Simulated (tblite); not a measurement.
Task: What does the GFN2-xTB structure of `C[SiH2][SiH2]C[C@H](C)CS` look like in three dimensions?

Result: 
```xyz
24
C5H16SSi2 angstrom
C      3.9293    0.9895   -0.2884
Si     2.0797    0.7244   -0.6207
Si     1.2449   -0.9512    0.7469
C     -0.5330   -1.4081    0.2183
C     -1.4339   -0.2070   -0.0638
C     -1.5980    0.6741    1.1685
C     -2.7949   -0.7024   -0.5492
S     -3.8963    0.6394   -1.1188
H      4.3406    1.7708   -0.9205
H      4.4967    0.0825   -0.4761
H      4.1046    1.2769    0.7444
H      1.9212    0.4221   -2.0539
H      1.4111    2.0227   -0.4266
H      1.2192   -0.6022    2.1766
H      2.0092   -2.2083    0.6789
H     -1.0015   -2.0284    0.9849
H     -0.4797   -2.0239   -0.6829
H     -0.9800    0.3899   -0.8664
H     -1.9244    0.0771    2.0176
H     -0.6574    1.1551    1.4231
H     -2.3412    1.4473    0.9849
H     -3.3424   -1.1851    0.2608
H     -2.6893   -1.4088   -1.3738
H     -3.0963    1.0736   -2.0915
```

Orientation and origin are arbitrary. Atoms count from 1 in this order. All 3 C–C bonds measure 1.524 to 1.528 Å. S8 (thiol sulfur) is bent (angle 96.0°). Si3 (SiH2 silicon) is distorted tetrahedral (angles from 104.9° to 114.1°). Si2 (SiH2 silicon) is distorted tetrahedral (angles from 105.1° to 113.3°).

Bonds between heavy atoms (Å): C1–Si2 1.898, Si2–Si3 2.318, Si3–C4 1.910, C4–C5 1.528, C5–C6 1.524, C5–C7 1.528, C7–S8 1.827.

Computed geometry: GFN2-xTB, gas phase.

Point group: C1 (no symmetry element, even within 0.4 Å). Its GFN2-xTB frequencies are all real (lowest 22 cm⁻¹). One conformer, not necessarily the lowest (C1–Si2–Si3–C4 -171°, Si2–Si3–C4–C5 -45°, Si3–C4–C5–C6 -61°, C4–C5–C7–S8 -173°, C5–C7–S8–H 60°).
